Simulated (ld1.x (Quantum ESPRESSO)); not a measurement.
Logarithmic derivatives: lutetium, PAW

- Element: Lu
- Generator: ld1.x (Quantum ESPRESSO) 7.5
- Type: PAW
- Functional: PBE
- Relativity: scalar-relativistic
- Frozen core: [Kr] 4d10
- Valence charge: 25
- Reference configuration: 4f14 5s2 5p6 5d1 6s2 6p0
- Partial waves: 5s (bound): rcut 1.50, rcutus 2.10 bohr; 6s (bound): rcut 1.50, rcutus 2.10 bohr; 5p (bound): rcut 1.85, rcutus 2.00 bohr; 6p (bound, empty): rcut 1.85, rcutus 2.00 bohr; 5d (bound): rcut 2.20, rcutus 2.70 bohr; 5d channel at 0.6 Ry: rcut 2.20, rcutus 2.70 bohr; 4f (bound): rcut 0.90, rcutus 1.10 bohr; 4f channel at 0.05 Ry: rcut 0.90, rcutus 1.10 bohr
- Local potential: all-electron potential smoothed inside 1.25 bohr (lloc = -1)
- Core correction: Bessel-smoothed model core, default radius (core density twice the valence density)
- Augmentation charge: GAUSS, radius 0.85 bohr

The phase is arctan(r·u′/u) with u = r·R(r), unwrapped; energies in Ry, scanned from -6 to 5 Ry. A pole is an energy at which the radial function vanishes at the test radius. The pseudo phase is shifted by a multiple of π to meet the all-electron one at the reference energy, and phase errors are pseudo minus all-electron; the curves can meet again beyond the range given. Levels narrower than the energy grid can be missing from the lists of poles. Where the grid stepped over a known ghost or core level, its pole and its step of π were put in at the level’s energy.

Question: For each channel, where are the poles, and over which energies does the pseudopotential scatter like the atom?

Answer:

```json
{"channel": "s", "radius (bohr)": "2.95", "reference energy (Ry)": "-0.34", "poles, all-electron": "-4.47, 1.78", "poles, pseudo": "-4.47, -1.96, 2.00", "unbroken range about the reference energy with phases within 0.05 rad": "-1.8 to 3.1", "phase error 1 Ry above the reference energy (rad)": "+0.014"}
{"channel": "p", "radius (bohr)": "2.95", "reference energy (Ry)": "-0.10", "poles, all-electron": "-2.25, 3.15", "poles, pseudo": "-2.25, 3.11", "unbroken range about the reference energy with phases within 0.05 rad": "the whole range", "phase error 1 Ry above the reference energy (rad)": "-0.002"}
{"channel": "d", "radius (bohr)": "2.95", "reference energy (Ry)": "-0.13", "poles, all-electron": "0.51", "poles, pseudo": "-3.66, 0.51", "unbroken range about the reference energy with phases within 0.05 rad": "above -3.7", "phase error 1 Ry above the reference energy (rad)": "+0.000"}
{"channel": "f", "radius (bohr)": "2.95", "reference energy (Ry)": "-0.71", "poles, all-electron": "-0.69, 3.39", "poles, pseudo": "-0.69, 3.39", "unbroken range about the reference energy with phases within 0.05 rad": "above -0.7", "phase error 1 Ry above the reference energy (rad)": "+0.000"}
```

Note: ghost state, extra bound levels that the all-electron valence spectrum of the same l lacks: d at -49.8 eV (s, p not tested). A true bound ghost makes a file unfit for plane-wave use. Its overlap operator is not positive definite in a basis up to 400 Ry (lowest eigenvalue s -0.0033, p -0.02), so the file is unfit for use: the generalised eigenproblem breaks down once the basis is large enough, and its test numbers describe a broken file.

Phases in the d channel:

| E (Ry) | all-electron | pseudo |
| --- | --- | --- |
| -6.00 | 1.431 | 4.573 |
| -5.74 | 1.428 | 4.569 |
| -5.48 | 1.424 | 4.566 |
| -5.22 | 1.421 | 4.562 |
| -4.96 | 1.417 | 4.558 |
| -4.70 | 1.412 | 4.554 |
| -4.44 | 1.407 | 4.549 |
| -4.18 | 1.402 | 4.544 |
| -3.92 | 1.397 | 4.538 |
| -3.66 | 1.390 | 4.536 |
| -3.40 | 1.383 | 1.383 |
| -3.14 | 1.375 | 1.375 |
| -2.88 | 1.365 | 1.365 |
| -2.62 | 1.354 | 1.354 |
| -2.36 | 1.341 | 1.341 |
| -2.10 | 1.325 | 1.325 |
| -1.84 | 1.305 | 1.305 |
| -1.58 | 1.279 | 1.279 |
| -1.32 | 1.243 | 1.243 |
| -1.06 | 1.189 | 1.189 |
| -0.80 | 1.094 | 1.094 |
| -0.54 | 0.884 | 0.885 |
| -0.28 | 0.184 | 0.184 |
| -0.02 | -1.019 | -1.019 |
| 0.24 | -1.417 | -1.417 |
| 0.50 | -1.569 | -1.569 |
| 0.76 | -1.656 | -1.656 |
| 1.02 | -1.724 | -1.724 |
| 1.28 | -1.788 | -1.788 |
| 1.54 | -1.863 | -1.862 |
| 1.80 | -1.962 | -1.962 |
| 2.06 | -2.121 | -2.118 |
| 2.32 | -2.422 | -2.413 |
| 2.58 | -3.026 | -3.000 |
| 2.84 | -3.744 | -3.716 |
| 3.10 | -4.145 | -4.126 |
| 3.36 | -4.342 | -4.328 |
| 3.62 | -4.452 | -4.441 |
| 3.88 | -4.523 | -4.513 |
| 4.14 | -4.572 | -4.563 |
| 4.40 | -4.609 | -4.601 |
| 4.66 | -4.639 | -4.630 |
| 4.92 | -4.663 | -4.654 |
